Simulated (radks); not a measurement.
Question: Coherent X-ray form factor from a spherical all-electron density. Method: scalar-relativistic Kohn-Sham, BLYP, spin-polarised, spherical densities, finite nucleus; Fermi nuclear charge, rms radius of each element as measured or else 0.836 A^(1/3) + 0.57 fm; computed with a radial shooting solver on a logarithmic mesh with Libxc functionals.

| sin(theta)/lambda (1/angstrom) | f0 (electrons) |
|---|---|
| 0.05 | 46.755 |
| 0.1 | 46.038 |
| 0.15 | 44.894 |
| 0.2 | 43.392 |
| 0.25 | 41.616 |
| 0.3 | 39.654 |
| 0.4 | 35.497 |
| 0.5 | 31.454 |
| 0.6 | 27.844 |
| 0.8 | 22.340 |
| 1 | 18.830 |
| 1.25 | 16.002 |
| 1.5 | 13.768 |
| 2 | 9.833 |

The species is in the configuration that NIST lists as its ground one. Which atom or ion scatters so?

Answer: The cerium ion Ce11+, [Kr] 4d10 5s1. Extrapolating in s^2 from the first two rows gives f0(0) = 47.0, near the electron count 47; among species with that count, the fall with angle is slower the higher Z, and the table is that of Z = 58; from so few rows the species is fixed only to a neighbour or two.
